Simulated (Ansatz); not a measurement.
The same path of C2H11NOSi2 (17 atoms, charge 0, multiplicity 1) was run twice with different band settings. The coordinate that changes most is the height of N6 over the plane of its neighbours.

These are results of RKS PBE0-D4/STO-3G (Ansatz 0.2.0), not measurements.

Relaxed end points:

```xyz
17
Properties=species:S:1:pos:R:3
C 1.594 0.428 -0.279
C 1.029 -0.986 0.041
O 1.821 -2.068 -0.547
Si -0.752 -1.167 -0.597
Si -1.955 0.641 0.011
N -0.897 1.736 0.956
H 2.599 0.551 0.148
H 1.662 0.584 -1.363
H 0.915 1.188 0.154
H 1.010 -1.082 1.150
H 2.751 -1.867 -0.174
H -0.728 -1.286 -2.037
H -1.334 -2.378 -0.064
H -2.393 1.409 -1.132
H -3.148 0.268 0.751
H -1.382 2.657 1.085
H -0.811 1.372 1.935
```

```xyz
17
Properties=species:S:1:pos:R:3
C 1.601 0.709 -0.935
C 1.195 -0.571 -0.145
O 2.029 -1.719 -0.501
Si -0.611 -1.070 -0.469
Si -2.029 0.533 0.259
N -1.871 1.025 1.968
H 2.649 0.974 -0.734
H 1.491 0.553 -2.016
H 0.976 1.565 -0.646
H 1.309 -0.332 0.936
H 2.968 -1.368 -0.299
H -0.775 -1.292 -1.888
H -0.853 -2.323 0.208
H -1.840 1.734 -0.523
H -3.392 0.084 0.090
H -0.880 1.316 2.153
H -1.986 0.181 2.581
```

Common settings: spring 5.0 eV/Å²; optimiser quadratic models (default); start path IDPP; force threshold 0.05 eV/Å; end points relaxed.

| run | movable images | climbing image | iteration limit |
| --- | --- | --- | --- |
| 1 | 7 | yes | 34 |
| 2 | 4 | no | 60 |

(1) What does each run give, and how far can it be trusted?

## Answers

(1) Run 1: converged after 11 iterations, highest image 0.211 eV above the first end. A vibrational analysis at the climbing image gives one clearly imaginary mode, 428i cm⁻¹, and a faint second one (39i cm⁻¹) that may be numerical noise or a soft torsion: probably a first-order saddle point.
Run 2: converged after 6 iterations, highest image 0.091 eV above the first end. No image climbed, so the highest image needn't sit at the top of the path. A band with more images between the same ends climbed to 0.21 eV, so this one has probably stepped over the top.
Limits of this set-up: minimal basis.
